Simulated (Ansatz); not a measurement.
Ansatz (a first-principles code) input (HF/3-21G): The .json file is the Basis Set Exchange's 3-21G.

Ansatz 0.2 input:
```yaml
crystal:
  periodic: [false, false, false]
  atoms:
    - {symbol: Te, position_ang: [0.02657620, -0.01528431, 0.32586204]}
    - {symbol: F, position_ang: [0.60095330, 1.20202250, -0.94234357]}
    - {symbol: F, position_ang: [-0.75450466, -1.11371313, -0.94041488]}
basis:
  gaussian:
    orbitals: 3-21G.json
hamiltonian:
  xc: {name: HF}
total_charge: 1
magnetization: {spin_polarized: true, initial_magnetization: 1}
phonons: {temperatures: {t_min: 298.15, t_max: 298.15, t_step: 100}}
```

Output:

```
Functional definition: HF
integrals: 0.01 GiB planned
623 factors; integrals over basis functions are off by at most 6.0e-5 eV
mean field: 0.23 GiB planned
mean field evaluation 1: about -184504.2784 eV, gradient 4.5e1 eV
mean field evaluation 2: about -184504.2914 eV, gradient 4.5e1 eV
mean field evaluation 4: about -184510.8543 eV, gradient 1.9e0 eV
mean field evaluation 8: about -184510.9227 eV, gradient 2.2e-3 eV
mean field -184510.92259088 eV, -6780.6513392195 hartree, gradient 1.7e-5 eV, S^2 0.754858; 0 other end points of the search recorded, 0 dependent functions left out
the calculation of the forces begins
reference -184510.92259088 eV, -6780.6513392195 hartree; 35, 34 occupied and 16, 17 virtual orbitals, 623 factors
these checks for a lower state are left out or cut short: stability, starts, cluster_reference, orbital_swaps, neighbouring_geometries, increment
integrals: 0.01 GiB planned
623 factors; integrals over basis functions are off by at most 6.0e-5 eV
mean field: 0.23 GiB planned
mean field evaluation 16: about -184510.9091 eV, gradient 1.1e-4 eV
mean field -184510.92250598 eV, -6780.6513360996 hartree, gradient 7.4e-6 eV, S^2 0.754891; 0 other end points of the search recorded, 0 dependent functions left out
the calculation of the forces begins
reference -184510.92250598 eV, -6780.6513360996 hartree; 35, 34 occupied and 16, 17 virtual orbitals, 623 factors
these checks for a lower state are left out or cut short: stability, starts, cluster_reference, orbital_swaps, neighbouring_geometries, increment
integrals: 0.01 GiB planned
623 factors; integrals over basis functions are off by at most 6.0e-5 eV
mean field: 0.23 GiB planned
mean field -184510.92250966 eV, -6780.6513362350 hartree, gradient 7.5e-6 eV, S^2 0.754827; 0 other end points of the search recorded, 0 dependent functions left out
the calculation of the forces begins
reference -184510.92250966 eV, -6780.6513362350 hartree; 35, 34 occupied and 16, 17 virtual orbitals, 623 factors
these checks for a lower state are left out or cut short: stability, starts, cluster_reference, orbital_swaps, neighbouring_geometries, increment
integrals: 0.01 GiB planned
623 factors; integrals over basis functions are off by at most 6.0e-5 eV
mean field: 0.23 GiB planned
mean field evaluation 32: about -184510.9225 eV, gradient 7.5e-6 eV
mean field -184510.92252379 eV, -6780.6513367541 hartree, gradient 7.5e-6 eV, S^2 0.754884; 0 other end points of the search recorded, 0 dependent functions left out
the calculation of the forces begins
reference -184510.92252379 eV, -6780.6513367541 hartree; 35, 34 occupied and 16, 17 virtual orbitals, 623 factors
these checks for a lower state are left out or cut short: stability, starts, cluster_reference, orbital_swaps, neighbouring_geometries, increment
integrals: 0.01 GiB planned
623 factors; integrals over basis functions are off by at most 6.0e-5 eV
mean field: 0.23 GiB planned
mean field -184510.92252539 eV, -6780.6513368128 hartree, gradient 7.5e-6 eV, S^2 0.754833; 0 other end points of the search recorded, 0 dependent functions left out
the calculation of the forces begins
reference -184510.92252539 eV, -6780.6513368128 hartree; 35, 34 occupied and 16, 17 virtual orbitals, 623 factors
these checks for a lower state are left out or cut short: stability, starts, cluster_reference, orbital_swaps, neighbouring_geometries, increment
integrals: 0.01 GiB planned
623 factors; integrals over basis functions are off by at most 6.0e-5 eV
mean field: 0.23 GiB planned
mean field -184510.92256253 eV, -6780.6513381778 hartree, gradient 7.5e-6 eV, S^2 0.754839; 0 other end points of the search recorded, 0 dependent functions left out
the calculation of the forces begins
reference -184510.92256253 eV, -6780.6513381778 hartree; 35, 34 occupied and 16, 17 virtual orbitals, 623 factors
these checks for a lower state are left out or cut short: stability, starts, cluster_reference, orbital_swaps, neighbouring_geometries, increment
integrals: 0.01 GiB planned
623 factors; integrals over basis functions are off by at most 6.0e-5 eV
mean field: 0.23 GiB planned
mean field -184510.92255997 eV, -6780.6513380838 hartree, gradient 7.5e-6 eV, S^2 0.754878; 0 other end points of the search recorded, 0 dependent functions left out
the calculation of the forces begins
reference -184510.92255997 eV, -6780.6513380838 hartree; 35, 34 occupied and 16, 17 virtual orbitals, 623 factors
Total energy: -184510.92259088 eV, -6780.6513392195 hartree
Atom 0 at     0.026576    -0.015284     0.325862 Å, force    -0.000118     0.000068    -0.001447 eV/Å
Atom 1 at     0.600953     1.202022    -0.942344 Å, force    -0.000136    -0.000368     0.000724 eV/Å
Atom 2 at    -0.754505    -1.113713    -0.940415 Å, force     0.000254     0.000300     0.000723 eV/Å
Dipole moment:     0.073246    -0.042125     0.898100 e Å
Vibrations: 256.05 790.81 793.08 cm⁻¹, zero-point energy 0.114062 eV
```

The blocks after the first are displaced geometries, from whose forces the wavenumbers follow.

The dipole moment of an ion depends on the origin.
